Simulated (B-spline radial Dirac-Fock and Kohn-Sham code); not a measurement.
**O⁴⁺: scattering cross sections and density moments**

System: O⁴⁺, 1s2 2s2.

Input of the calculation (task.json; shells as n, l, electrons):

```json
{"items": [{
  "Z": 8,
  "q": 4,
  "cfg": [[1, 0, 2], [2, 0, 2]],
  "A": 16,
  "rrms": 2.6991,
  "do": ["scatter"],
  "s": [0.0, 0.05, 0.06, 0.08, 0.1, 0.12, 0.15, 0.19, 0.23, 0.29, 0.36, 0.44, 0.55, 0.68, 0.84, 1.04, 1.29, 1.59, 1.97, 2.44, 3.02, 3.74, 4.63],
  "pz": [0, 0.1, 0.14, 0.21, 0.3, 0.43, 0.62, 0.89, 1.3, 1.9, 2.7, 3.9, 5.5, 8.0, 12.0, 17.0, 24.0, 34.0, 50.0, 71.0, 100.0],
  "hv_scatter": [2000, 8047.8, 17479.3, 20000, 30000, 200000, 500000, 1000000]
}]}
```

Command: `python xray_run.py task.json out`

The computed values come from a B-spline atomic structure program: Dirac-Fock densities.

- Sum of ⟨r⟩: 2.264 bohr
- Sum of ⟨r²⟩: 2.153 bohr²
- Sum of ⟨1/r⟩: 18.456 per bohr
- Langevin diamagnetic susceptibility: -1.71 × 10⁻⁶ cm³/mol
- Lamb shielding (α²/3)Σ⟨1/r⟩: 327.6 ppm

Coherent scattering is the Thomson cross section weighted by f₀², without anomalous dispersion; incoherent scattering is Klein-Nishina weighted by S. The Lamb formula is the non-relativistic shielding expression. Electron correlation is left out.

```
hν (keV)  coherent (b)  incoherent (b)  incoherent per electron (b)
       2         9.649          0.2392                       0.0598
  8.0478         4.375           1.220                        0.305
 17.4793         2.027           1.699                        0.425
      20         1.733           1.780                        0.445
      30        0.9953           1.977                        0.494
     200       0.03266           1.611                        0.403
     500      0.005308           1.154                        0.289
    1000      0.001330          0.8442                        0.211
```

Incoherent scattering overtakes coherent scattering between 17.4793 and 20 keV.
